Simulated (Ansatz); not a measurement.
Species: As$_{2}$, charge 0, singlet. As2 (λ1-arsanylarsenic, SMILES [As]#[As]).
B3LYP-D3(BJ)/def2-TZVP minimum from Ansatz (a program for electronic structure):
```xyz
2

As     0.0000     0.0000    -1.0521
As     0.0000     0.0000     1.0521
```

Hartree-Fock and MP2 correlation energies in hartree (Ansatz). UHF or UKS for unpaired electrons; spin-orbit terms are left out. Correlated methods leave the cores frozen (noble-gas shells, and filled d and f shells in the p block). No relativity. The restricted determinant of As2 ([As]#[As], singlet) is unstable towards broken spin symmetry in at least one set run.

```
basis    X        E(HF)  E(corr, MP2)
-------  -  -----------  ------------
cc-pVTZ  3  -4468.49239      -0.25532
cc-pVQZ  4  -4468.49815      -0.27356
cc-pV5Z  5  -4468.49872      withheld
```

**Question.** Fit E(corr) = E∞ + A/X³ to X = 3 and 4, predict X = 5, and compare with the run.

**Answer.** A = (-0.25532 - (-0.27356))/(1/27 - 1/64) = 0.8519; E∞ = -0.27356 - A/64 = -0.28687; at X = 5, E∞ + A/125 = -0.28006. The run gave -0.28268, 2.62 mEh below the prediction. The same form on X = 4 and 5 gives E∞ = -0.29225, 5.38 mEh below the first estimate.
